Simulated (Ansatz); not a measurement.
CH5FO4W (`C[O][W](=[O])([OH])([OH])[F]`) from Hartree–Fock to CCSD(T)

Cartesian coordinates in Å:
```
C -0.048 -0.190 2.021
O -0.137 0.662 0.912
W -0.032 0.519 -0.925
O -0.171 2.128 -1.423
O -1.719 -0.363 -0.933
O 1.789 -0.007 -0.731
F 0.159 -0.339 -2.615
H -0.139 0.403 2.932
H -0.854 -0.929 1.984
H 0.918 -0.703 2.013
H -2.000 -0.803 -1.740
H 2.235 -0.379 -1.496
```

The species carries charge 0 and has multiplicity 1. Correlated methods include outer-core shells of W, which these sets cover unevenly. W: def2 effective core potential. The structure was optimised at the PBE0-D4/def2-TZVP level. It is one conformer, not always the lowest. Frozen core, restricted reference, the Gaussian-basis code of Ansatz.

| basis | HF (Eh) | MP2 corr. |
| --- | --- | --- |
| def2-SVP | -505.85259 | -1.47188 |
| def2-TZVPP | -506.44588 | -1.90065 |
| def2-QZVPP | -506.46737 | -2.07209 |

Q: Estimate the CCSD correlation energy and the (T) correction in each basis where they were run (hartree).

A: 
| basis | CCSD corr. | (T) |
| --- | --- | --- |
| def2-SVP | -1.44325 | -0.05512 |
